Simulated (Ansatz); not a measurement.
One change: `F[SiH]1C=C1` becomes `S[SiH]1C=C1`.

Ansatz, PBE0-D4/def2-TZVP geometries, multiplicity 1. Each molecule was computed in one conformer, which needn't be the lowest.

| property | `F[SiH]1C=C1` |
| --- | --- |
| HOMO–LUMO gap (B3LYP/def2-TZVPP) / eV | 6.78 |
| HOMO–LUMO gap (ωB97M-V/def2-TZVPP) / eV | 11.56 |
| LUMO energy (B3LYP/def2-TZVPP) / eV | -0.77 |
| HOMO–LUMO gap (PBE/def2-TZVPP) / eV | 4.86 |
| HOMO energy (PBE/def2-TZVPP) / eV | -6.50 |
| size of the dipole moment (ωB97M-V/def2-TZVPP) / D | 1.46 |

(1) Give the same properties after the change, and the shifts. (An estimate is asked.)

Results:

(1) Ansatz gave: 
```json
{"property": "HOMO–LUMO gap (B3LYP/def2-TZVPP) / eV", "`S[SiH]1C=C1`": "6.17", "shift": "-0.61"}
{"property": "HOMO–LUMO gap (ωB97M-V/def2-TZVPP) / eV", "`S[SiH]1C=C1`": "10.85", "shift": "-0.71"}
{"property": "LUMO energy (B3LYP/def2-TZVPP) / eV", "`S[SiH]1C=C1`": "-0.62", "shift": "0.15"}
{"property": "HOMO–LUMO gap (PBE/def2-TZVPP) / eV", "`S[SiH]1C=C1`": "4.36", "shift": "-0.50"}
{"property": "HOMO energy (PBE/def2-TZVPP) / eV", "`S[SiH]1C=C1`": "-5.84", "shift": "0.66"}
{"property": "size of the dipole moment (ωB97M-V/def2-TZVPP) / D", "`S[SiH]1C=C1`": "0.86", "shift": "-0.60"}
```

With PBE0 the HOMO rises by 0.76 eV and the LUMO rises by 0.15 eV, so the gap narrows by about 0.61 eV. PBE moves the HOMO by 0.66 eV and ωB97M-V by 0.82 eV. The zero-point energy changes by 17.2 kJ/mol with +3 modes. Dipoles are sizes alone; their direction can turn.

B3LYP here is the variant with VWN-RPA as its local correlation; programs differ in this.
